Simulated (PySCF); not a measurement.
Polarisability and C₆ of P⁺ (phosphorus, charge +1)

[Ne] 3s2 3p2, high-spin 3P determinant. All numbers are calculated (PySCF 2.14, scalar relativity by spin-free X2C-1e, in x2c-QZVPPall with one added diffuse shell each of s, p, d, f type (10s7p5d3f1g, 86 functions)). Coupled (time-dependent) response in atomic units; α is the mean over directions.

```tsv
method	mean α (bohr³)	α xx, yy, zz	C₆ (like pair)	S(−4)
UHF	14.42	14.01, 14.62, 14.62	74.70	69.63
PBE	14.41	13.75, 14.74, 14.74	74.34	68.78
PBE0	14.28	13.73, 14.56, 14.56	73.56	66.86
wB97X-V	14.29	13.81, 14.53, 14.53	73.68	66.61
```

S(−4) is the Cauchy moment in α(ω) = α(0) + S(−4) ω² + …

α(iu) at PBE0:

```
u (hartree)  α(iu) (bohr³)
          0          14.28
     0.0500          14.12
      0.100          13.65
      0.200          12.06
      0.300          10.14
      0.500          6.803
      0.750          4.213
       1.00          2.793
       1.50          1.474
       2.00         0.9219
       3.00         0.4804
       5.00         0.2200
```

A single London oscillator, α(iu) = α/(1 + u²/ω²), gives C₆ = (3/4) ω α². Matching the computed C₆ needs ω = 4 × 73.56 / (3 × 14.28²) = 0.481 hartree.

For an ion, C₆ is the dispersion term alone; charge-induced terms of lower order in 1/R come first.

The components differ because the open shell of this determinant is not spherical; for a pure term their mean is the scalar polarisability.
